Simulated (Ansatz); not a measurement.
C2H7FSi2 can be A, `C[C@H]1[SiH2][Si@@H]1F`, or B, `F[SiH2]C1C[SiH2]1`.

Gas-phase electronic energies from Ansatz, PBE0-D4/def2-TZVP geometries. CBS: MP2 limit from def2 TZ/QZ plus the TZ coupled-cluster correction, frozen cores. DFT in def2-TZVPP. B3LYP here is the variant with VWN-RPA as its local correlation; programs differ in this. One conformer a species, not always the lowest.

Question: Which is lower in electronic energy at CCSD(T)/CBS, and by how much? (Estimate.)

Answer: The calculation gave: B, by 36.5 kJ/mol.

Question: Give E(B) − E(A) in kJ/mol with r2SCAN-D4, MP2/def2-TZVPP, PBE0-D4, B3LYP-D4, CCSD(T)/def2-TZVPP, ωB97M-V, PBE-D4. (Best estimate.)

Answer: The calculation gave: r2SCAN-D4 -28.9, MP2/def2-TZVPP -43.7, PBE0-D4 -24.1, B3LYP-D4 -31.1, CCSD(T)/def2-TZVPP -36.5, ωB97M-V -38.4, PBE-D4 -18.0. None reverses the order clearly.

Largest T1 diagnostic: 0.012.

From PBE to PBE0 (25 % exact exchange), in def2-TZVPP and without D4, E(B) − E(A) moves by −6.2 kJ/mol.
